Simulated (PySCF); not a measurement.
Relaxation of quartet [TeSe2]+

These are results of UPBE0/[Te def2-SVP with ECP28, Se def2-SVP], scalar-relativistic core potentials, density fitting, no spin–orbit coupling, PySCF, not measurements. A (50,194) grid was used.

A hand-made end-on start, of Cs symmetry, held to at least that symmetry:

```xyz
3
charge 1 multiplicity 4, angstrom
Te   -0.5615    0.0000   -1.7546
Se   -0.5615    0.0000    0.8410
Se    1.4743    0.0000    2.0110
```

Question: What forces act on the atoms at the start (eV/Å)?

Answer: 
| atom | Fx | Fy | Fz |
| --- | --- | --- | --- |
| Te1 | 0.35 | 0.00 | 0.33 |
| Se2 | 0.54 | 0.00 | 0.63 |
| Se3 | -0.89 | 0.00 | -0.97 |

Question: What does it relax to?

Answer: It ends at Cs with Se–Se 2.286 Å, Te–Se 2.521 Å, Te–Se 3.134 Å; Se–Se–Te 52.6°, Se–Se–Te 81.2°, Se–Te–Se 46.1° (after a last refinement on a finer grid). A frequency run shows a minimum. Other isomers or separated fragments may lie lower.

Question: How much energy is released, and in how many steps?

Answer: 65.4 kJ/mol in 8 steps.

With an element this heavy the missing spin–orbit coupling can shift these numbers.
